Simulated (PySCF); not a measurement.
C4H6ClF, SMILES C[C@@H](F)/C=C\Cl.

Geometry: PBE0-D3(BJ)/def2-SVP. The structure was generated by enumeration; whether it is a known compound was not checked. The values are those of a single conformer.

Two levels are set side by side: TDA-PBE/def2-SVPD (PySCF) and TDA-M06-2X/def2-SVPD (PySCF). Vertical, same geometry. The lowest singlet is HOMO−1→LUMO 62 %, HOMO→LUMO 26 % with PBE and HOMO→LUMO+1 46 %, HOMO→LUMO+2 17 % with the other functional; states are paired by order. Differences are taken from unrounded values.

```
quantity                               TDA-M06-2X
-------------------------------------  ----------
lowest singlet excitation (eV)               6.81
lowest triplet excitation (TDA) (eV)         4.49
first bright state (f over 0.05) (eV)        7.08
its oscillator strength                      0.26
```

What does TDA-PBE give, and how far is it from TDA-M06-2X? (Estimate from the structure and the level; the computed values follow.)


```tsv
quantity	TDA-PBE	TDA-PBE minus TDA-M06-2X
lowest singlet excitation (eV)	6.14	-0.67
lowest triplet excitation (TDA) (eV)	4.14	-0.35
first bright state (f over 0.05) (eV)	6.44	-0.65
its oscillator strength	0.14	-0.12
```

A lower first singlet is the usual sign of a functional without exact exchange. Differences between two approximate levels are no errors against the true value.

Rough cost on one machine, each run with all the roots and properties that it gave: TDA-M06-2X against TDA-PBE about 10 times.
